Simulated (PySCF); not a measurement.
## Nickel: a sound run and one with changed settings

Sound run: Ni [Ar] 3d8 4s2, Ni⁺ [Ar] 3d9. Computed with PySCF 2.14 in jorge-DZP-DKH (8s6p2d1f, 43 functions), with scalar relativity by spin-free X2C-1e. The sound run starts from symmetry-adapted Hartree-Fock orbitals and uses a fine grid where one is needed.

Changed run: initial guess 1e, at most 8 SCF cycles. This setting is unsound on purpose.

| species | method | sound run (hartree) | changed run (hartree) | converged |
| --- | --- | --- | --- | --- |
| Ni | UHF | -1518.99697 | -1518.90340 | no |
| Ni | PBE | -1520.20709 | -1520.04455 | no |
| Ni | M06-2X | -1520.47673 | -1520.47672 | no |
| Ni⁺ | UHF | -1518.67849 | -1518.67845 | no |
| Ni⁺ | PBE | n/a | -1519.84067 | no |
| Ni⁺ | M06-2X | -1520.16834 | -1520.16740 | no |

The SCF was stopped early; the energies are upper bounds that still move, and correlated levels were skipped or rest on poor orbitals.
